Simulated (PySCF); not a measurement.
**Structure from NMR data**

The spectra below were simulated for a compound C₉H₉ClO.

1H NMR (500 MHz, computed): δ 7.62 (m, 2H), 7.60 (m, 2H), 7.54 (m, 1H), 3.19 (t, 2H), 2.84 (t, 2H).

13C{1H} NMR (computed): δ 183.8 (C), 145.3 (C), 135.3 (CH), 134.3 (CH), 132.4 (CH), 53.5 (CH2), 35.0 (CH2).

Computational details: structure optimised with GFN2-xTB, PBE0/pcSseg-1 with gauge-including orbitals, in PySCF (a single conformation, no solvent, non-relativistic, equivalent nuclei averaged).

Shifts are taken against calculated references (same method and geometry level): 1H (31.72 ppm) and 13C (186.93 ppm) vs TMS.

Question: What is the structure?

Answer: 
The formula gives 5 degrees of unsaturation (1 ring in the answer). 7 carbon signals for 9 carbons: some carbons are equivalent by symmetry or fast rotation. Carbon types of the structure: 2 × C, 5 × CH, 2 × CH2, which accounts for all hydrogens. δC 183.8: carbonyl carbon. δC 145.3: substituted aromatic carbon. δC 135.3, 134.3, 132.4: aromatic CH; the aromatic region. δC 53.5: sp3 CH2 α to a carbonyl; α to the electron-withdrawing carbonyl group. δH 7.62, 7.60, 7.54: hydrogen on an aromatic CH; aromatic region. δH 3.19: hydrogen on an sp3 CH2 α to a carbonyl; α to C=O. δH 2.84: hydrogen on an sp3 CH2 on an aromatic ring; benzylic-type position, deshielded by the ring.

These data were computed for 3-phenylpropionyl chloride (SMILES O=C(Cl)CCc1ccccc1).

This is the structure that produced the data.

Carbons that carry Cl, above all several Cl atoms, come out too deshielded, partly because spin–orbit coupling is missing. Shifts are as computed. Against solution values, carbons near 30 ppm lie about +3 ppm off and those near 130 ppm about +5 ppm; carbons on Cl a further +6 ppm. Of 1211 compounds with measured shifts, 218 miss one by over three times the rms of a fit or turn the order of signals round; such compounds aren't used in these exercises. Multiplicities follow the n + 1 count of equivalent neighbours, as no J values were calculated; m marks all less simple cases, F and P coupling included.
